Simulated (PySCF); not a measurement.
SMILES OB(O)c1ccccc1O (GFN2-xTB optimised geometry):

```
17

O     -2.348    -1.941    -0.646
B     -1.219    -1.821     0.076
O     -0.846    -2.888     0.854
C     -0.387    -0.479     0.000
C     -1.031     0.758    -0.035
C     -0.324     1.945    -0.040
C      1.061     1.919    -0.013
C      1.731     0.712     0.000
C      1.014    -0.479     0.000
O      1.734    -1.642    -0.009
H     -2.808    -2.772    -0.526
H     -0.115    -2.752     1.456
H     -2.110     0.769    -0.054
H     -0.849     2.888    -0.062
H      1.623     2.842    -0.012
H      2.808     0.665     0.006
H      1.144    -2.389    -0.167
```

Level of theory: B3LYP/def2-SVP (PySCF 2.14.0).

Problem. What are the frontier orbital energies and the dipole moment?

Solution. HOMO-2 -8.73 eV, HOMO-1 -7.01 eV, HOMO -6.22 eV, LUMO -0.64 eV, LUMO+1 0.15 eV; dipole moment 1.51 D.

On the same geometry PBE/def2-SVP (PySCF) gives HOMO-2 -7.41 eV, HOMO-1 -6.20 eV, HOMO -5.36 eV, LUMO -1.33 eV, LUMO+1 -0.58 eV; dipole moment 1.65 D.

Meta-Löwdin charges at B3LYP/def2-SVP: O1 -0.47, B2 0.40, O3 -0.50, C4 -0.17, C5 -0.07, C6 -0.13, C7 -0.08, C8 -0.14, C9 0.22, O10 -0.45, H11 0.33, H12 0.33, H13 0.10, H14 0.10, H15 0.10, H16 0.11, H17 0.32.
